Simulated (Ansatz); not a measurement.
CH$_{3}$ClFGaO, SMILES `O[CH2][Ga]([F])[Cl]`: the same geometry under several functionals.

```yaml
crystal:
  periodic: [false, false, false]
  atoms:
    - {symbol: O, position_ang: [-0.062232, 1.184703, 1.206592]}
    - {symbol: C, position_ang: [-0.269137, -0.154682, 0.829943]}
    - {symbol: Ga, position_ang: [0.404488, -0.531468, -0.993832]}
    - {symbol: F, position_ang: [0.899662, -2.088126, -1.615936]}
    - {symbol: Cl, position_ang: [0.546263, 1.057917, -2.420825]}
    - {symbol: H, position_ang: [-0.479818, 1.768151, 0.567374]}
    - {symbol: H, position_ang: [-1.322794, -0.456356, 0.893694]}
    - {symbol: H, position_ang: [0.283558, -0.780149, 1.532990]}
basis:
  gaussian: {orbitals: def2-TZVPP}
hamiltonian: {xc: {name: CAM-B3LYP}, dispersion: d4}
output: {orbitals: {seedname: orbitals}}
```

```sh
$ ansatz run in.yaml --threads 4 --pin off --events-out ev --progress --plain --max-ram 10444MiB
```

Output, abridged:

```
Functional definition: CAM-B3LYP
1380 factors; their error is unknown
287 factors; integrals over basis functions are off by at most 1.5e-5 eV
mean field evaluation 1: about -70750.7521 eV, gradient 6.5e1 eV
mean field evaluation 2: about -70745.4185 eV, gradient 9.3e1 eV
mean field evaluation 4: about -70757.5118 eV, gradient 3.1e0 eV
mean field evaluation 8: about -70757.5283 eV, gradient 7.2e-2 eV
mean field evaluation 16: about -70757.6945 eV, gradient 1.6e-4 eV
mean field -70757.69449930 eV, -2600.2973115613 hartree, gradient 7.4e-5 eV, S^2 0.000000; 0 other end points of the search recorded, 0 dependent functions left out
reference -70757.69462842 eV, -2600.2973163066 hartree; 37, 37 occupied and 188, 188 virtual orbitals, 1380 factors
Total energy: -70757.84466807 eV, -2600.3028301617 hartree
```

Run time 8.5 s (4 threads of an Intel Xeon on a shared host); peak host memory 0.7 GiB.

Changing it to `hamiltonian: {xc: {name: B3LYP}, dispersion: d4}` and forces (abridged; 18 s):

```
Functional definition: B3LYP
mean field evaluation 16: about -70757.7050 eV, gradient 5.4e-4 eV
mean field -70757.70502982 eV, -2600.2976985508 hartree, gradient 2.9e-5 eV, S^2 0.000000
Total energy: -70757.98252289 eV, -2600.3078962331 hartree
Atom 0 force     0.022057     0.275813     0.045227 eV/Å
Atom 1 force    -0.114150    -0.360060     0.180693 eV/Å
Atom 2 force    -0.042292     0.033825     0.095088 eV/Å
Atom 3 force     0.086336    -0.276313    -0.105752 eV/Å
Atom 4 force     0.020405     0.199841    -0.179805 eV/Å
Atom 5 force    -0.000220     0.071471     0.018461 eV/Å
Atom 6 force     0.066954     0.017616    -0.009509 eV/Å
Atom 7 force    -0.039090     0.037807    -0.044404 eV/Å
Dipole moment:    -0.359512     0.077669     0.336648 e Å
```

Changing it to `hamiltonian: {xc: {name: wB97X-V}}` (abridged; 16 s):

```
Functional definition: wB97X-V
mean field evaluation 16: about -70747.2931 eV, gradient 1.2e-4 eV
mean field -70747.29311157 eV, -2599.9150676126 hartree, gradient 3.0e-5 eV, S^2 0.000000
Total energy: -70747.29310967 eV, -2599.9150675427 hartree
```

The same input with `hamiltonian: {xc: lda}` (abridged; 6 s):

```
Functional definition: SPW92
mean field evaluation 16: about -70591.2342 eV, gradient 3.1e-4 eV
mean field -70591.23418397 eV, -2594.1800078038 hartree, gradient 2.5e-5 eV, S^2 0.000000
Total energy: -70591.23422245 eV, -2594.1800092178 hartree
```

With the line `hamiltonian: {xc: {name: B97M-V}}` (abridged; 20 s):

```
Functional definition: B97M-V
mean field evaluation 16: about -70740.9421 eV, gradient 6.8e-4 eV
mean field -70740.94214649 eV, -2599.6816739508 hartree, gradient 3.4e-5 eV, S^2 0.000000
Total energy: -70740.94220400 eV, -2599.6816760641 hartree
```

With the line `hamiltonian: {xc: {name: BLYP}, dispersion: d4}` (abridged; 8.6 s):

```
Functional definition: BLYP
mean field evaluation 16: about -70756.7049 eV, gradient 2.9e-4 eV
mean field -70756.70490558 eV, -2600.2609446630 hartree, gradient 8.1e-5 eV, S^2 0.000000
Total energy: -70757.07238346 eV, -2600.2744492260 hartree
```

B3LYP takes the VWN-RPA correlation (the form of Gaussian; ORCA's B3LYP/G).
